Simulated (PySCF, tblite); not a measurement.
Isomers of C4H12GeO. Computed values, GFN2-xTB/tblite, gas phase, harmonic and unscaled. The method is semi-empirical: single wavenumbers can be off by several per cent or more. Modes of hydrogen on germanium can be 10 to 20 % off. One conformer each.

Electronic energies: PBE0-D3(BJ)/def2-SVP at its own geometries (PySCF, gas phase).

| SMILES | electronic energy, lowest = 0 (kJ/mol) |
| --- | --- |
| CCCC[O][GeH3] | 36.8 |
| CC[CH2][GeH2][O]C | 29.6 |
| C[O][GeH2][CH](C)C | 31.0 |
| CC[C@@H](C)[O][GeH3] | 22.9 |
| COC[C@H](C)[GeH3] | 106.1 |
| CC[O][GeH2][CH2]C | 18.0 |
| CC(C)(C)[O][GeH3] | 17.1 |
| CCC[O][GeH2][CH3] | 5.7 |
| C[CH2][Ge@H]([CH3])[O]C | 0.0 |

Task: How do GFN2-xTB zero-point energies change the relative energies?

Result: 
```
                 SMILES  ZPE (kJ/mol)  of it from modes above 1550 cm⁻¹  electronic (kJ/mol)  with ZPE, lowest = 0 (kJ/mol)  lowest mode (cm⁻¹)  rings
C[CH2][Ge@H]([CH3])[O]C         386.1                             207.3                  0.0                            0.0                  48      0
      CCC[O][GeH2][CH3]         384.3                             201.3                  5.7                            3.8                  11      0
      CC(C)(C)[O][GeH3]         381.1                             198.8                 17.1                           12.1                  13      0
      CC[O][GeH2][CH2]C         384.6                             200.9                 18.0                           16.6                  23      0
   CC[C@@H](C)[O][GeH3]         382.6                             197.3                 22.9                           19.4                 12i      0
      CC[CH2][GeH2][O]C         385.3                             200.0                 29.6                           28.8                  43      0
     C[O][GeH2][CH](C)C         383.9                             200.3                 31.0                           28.8                  39      0
          CCCC[O][GeH3]         384.4                             196.1                 36.8                           35.0                  17      0
      COC[C@H](C)[GeH3]         383.0                             195.2                106.1                          103.0                  77      0
```

The zero-point energies span 5.0 kJ/mol, from `CC(C)(C)[O][GeH3]` to `C[CH2][Ge@H]([CH3])[O]C`. Slightly imaginary modes are left out of the zero-point energy: `CC[C@@H](C)[O][GeH3]` 12.0i cm⁻¹. The order is unchanged, ties at the printed digit aside.

Task: And how do the electronic energies of GFN2-xTB itself compare?

Result: `C[CH2][Ge@H]([CH3])[O]C` 83.2; `CCC[O][GeH2][CH3]` 50.0; `CC(C)(C)[O][GeH3]` 0.0; `CC[O][GeH2][CH2]C` 60.9; `CC[C@@H](C)[O][GeH3]` 21.3; `CC[CH2][GeH2][O]C` 66.2; `C[O][GeH2][CH](C)C` 71.2; `CCCC[O][GeH3]` 37.4; `COC[C@H](C)[GeH3]` 116.3 kJ/mol, lowest = 0. Against the energies above, taken from the same isomer `C[CH2][Ge@H]([CH3])[O]C`, the largest difference is 100.3 kJ/mol. The two levels were optimised apart and needn't hold the same conformer.

Task: What do entropy and thermal enthalpy add at 298.15 K and 1 bar (rigid rotor, harmonic oscillator, one conformer each)?

Result: 
```json
{"SMILES": "C[CH2][Ge@H]([CH3])[O]C", "point group": "C1", "symmetry number": "1", "S (J/(mol K))": "433.9", "H − H(0) (kJ/mol)": "31.19", "ZPE + H − H(0) − TS (kJ/mol)": "287.9"}
{"SMILES": "CC[CH2][GeH2][O]C", "point group": "C1", "symmetry number": "1", "S (J/(mol K))": "416.2", "H − H(0) (kJ/mol)": "28.76", "ZPE + H − H(0) − TS (kJ/mol)": "290.0"}
{"SMILES": "COC[C@H](C)[GeH3]", "point group": "C1", "symmetry number": "1", "S (J/(mol K))": "392.9", "H − H(0) (kJ/mol)": "26.87", "ZPE + H − H(0) − TS (kJ/mol)": "292.7"}
```

Not tabulated: `CCC[O][GeH2][CH3]` (lowest mode only 10 cm⁻¹); `CC(C)(C)[O][GeH3]` (lowest mode only 13 cm⁻¹); `CC[O][GeH2][CH2]C` (lowest mode only 23 cm⁻¹); `CC[C@@H](C)[O][GeH3]` (lowest mode only 12i cm⁻¹); `C[O][GeH2][CH](C)C` (point group not settled); `CCCC[O][GeH3]` (lowest mode only 17 cm⁻¹).
